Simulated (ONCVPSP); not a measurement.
oxygen (O): ONCV pseudisation with revPBE, scalar-relativistic reference atom.

```
Element                 : oxygen
Generator               : ONCVPSP 4.0.1
Type                    : optimised norm-conserving Vanderbilt (ONCV)
Functional              : revPBE
Relativity              : scalar-relativistic
Frozen core             : [He]
Valence charge          : 6
Reference configuration : 2s2 2p2 (charge +2)
Partial waves           : 2s: rc 0.75 bohr, ncon 4, nbas 9, qcut 7.8 1/bohr, 2 projectors, debl 1.2 Ha; 2p: rc 1.40 bohr, ncon 4, nbas 8, qcut 10.2 1/bohr, 2 projectors, debl 1.9 Ha; d scattering state at 0.21 Ha: rc 1.30 bohr, ncon 5, nbas 9, qcut 8 1/bohr, 2 projectors, debl 1.8 Ha
Local potential         : polynomial inside 0.65 bohr (lpopt 4, dvloc0 1 Ha)
Core correction         : none
```

In the s channel the program set the typed energies aside and used -2.147, 0.250 Ha.

All-electron outer shells of the reference configuration (revPBE, scalar-relativistic, ld1.x):

| shell | level (eV) | outermost node (bohr) | outermost maximum (bohr) |
| --- | --- | --- | --- |
| 1s | -558.04 | – | 0.13 |
| 2s | -58.41 | 0.27 | 0.84 |
| 2p | -43.17 | – | 0.75 |

What the tests gave:

| Property | Result |
| --- | --- |
| Cutoffs needed | 120 Ha and 386 Ha (the cutoffs (Ha) at which the residual kinetic energy of the hardest occupied pseudo-wave falls to 1 and 0.1 mHa per electron) |
| Ghost test | no bound ghost flagged; no localised positive-energy state flagged |
| Largest excitation error | +395 meV (all-electron minus pseudo) for 2s0 2p6, out of 4 test configurations |

Generation and tests took about 3.1 s on one core of a shared server CPU.
